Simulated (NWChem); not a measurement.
Species: silylphosphine (SiPH5); SMILES [SiH3]P

Results from NWChem. Pople sets run with spherical d functions. All runs use the structure optimised with B3LYP/6-31G* (spherical d). Level: B3LYP/6-31G* with SMD (1 M gas to 1 M solution), gas-phase geometry. Reactions with the solvent are ignored.

Problem. Estimate the computed values for solvent water. Quantities: solvation free energy (kcal/mol); cavity-dispersion-structure term (kcal/mol); dipole in solution (D).

Solution. 
```yaml
solvation free energy (kcal/mol): 1.3
cavity-dispersion-structure term (kcal/mol): 3.0
dipole in solution (D): 1.31
```
